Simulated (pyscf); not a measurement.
Structures and frequencies: ωB97X-D3(BJ)/def2-SVP in PySCF. MP2 and CC: frozen core, UHF for open shells. ΔMP2 is the change of the MP2 total energy from the triple- to the quadruple-zeta basis.

### Question
How much does it cost (ΔH, 298 K, CCSD(T)/def2-TZVPP + ΔMP2(QZVPP)) to split `[OH][In]([OH])[Br]` at its Br–In bond into [HO–In–OH]• + Br•?

### Answer
Br–In to [HO–In–OH]• + Br•: 82.8 kcal/mol. The radicals are drawn with the spin at the cut bond; how far it spreads was not checked. Other isomers of [HO–In–OH]• were not searched in full and may lie lower. The CCSD(T) − MP2 part came from Ansatz, without density fitting, on the same reference. The frozen core leaves the outer d or s,p core shells of the metals and heavy elements correlated in the MP2 and CC values, and def2-TZVPP describes them poorly, which can shift differences by a few kcal/mol. Left out: the spin-orbit lowering of Br, which is large for Br, Se, Te and I. Elements up to Kr have no core potential and no relativistic terms here. Elements past Kr carry the def2 core potentials, without spin-orbit coupling.
